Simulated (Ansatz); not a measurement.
SiEt2Me2 (C6H16Si). The state is a singlet with charge 0. Geometry B3LYP-D4/def2-SVP, basis def2-TZVP, Ansatz.

```xyz
23

Si    0.383   -0.127    0.132
C     0.763    1.691    0.522
C    -0.437    2.524    0.996
H     1.207    2.147   -0.383
H     1.563    1.712    1.285
H    -0.156    3.568    1.215
H    -1.235    2.556    0.236
H    -0.882    2.108    1.915
C    -0.921   -0.218   -1.244
C    -1.249   -1.635   -1.736
H    -0.569    0.403   -2.089
H    -1.840    0.275   -0.878
H    -2.023   -1.633   -2.522
H    -0.360   -2.134   -2.157
H    -1.621   -2.274   -0.916
C    -0.275   -0.988    1.682
H     0.444   -0.909    2.515
H    -0.457   -2.060    1.499
H    -1.226   -0.540    2.017
C     1.971   -0.982   -0.434
H     2.359   -0.529   -1.362
H     1.803   -2.054   -0.628
H     2.760   -0.901    0.333
```

| run | HOMO (eV) | LUMO (eV) |
| --- | --- | --- |
| A | -6.66 | 0.78 |
| B | -7.68 | 0.86 |
| C | -9.06 | 1.60 |
| D | -6.41 | 0.09 |
| E | -7.50 | 0.54 |
| F | -7.13 | 1.00 |

B3LYP takes the VWN-RPA correlation.

Task: The runs used B3LYP, CAM-B3LYP, PBE, PBE0, r2SCAN, r2SCANh. Estimate which is which.

Result: A r2SCAN (0 % exact exchange); B PBE0 (25 % exact exchange); C CAM-B3LYP (range-separated); D PBE (0 % exact exchange); E B3LYP (20 % exact exchange); F r2SCANh (10 % exact exchange). Exact exchange lowers occupied and raises empty levels; among semilocal functionals meta-GGAs tend to open the gap a little, and such runs are hard to tell apart. The gap grows from 6.50 eV (PBE) to 10.67 eV (CAM-B3LYP).
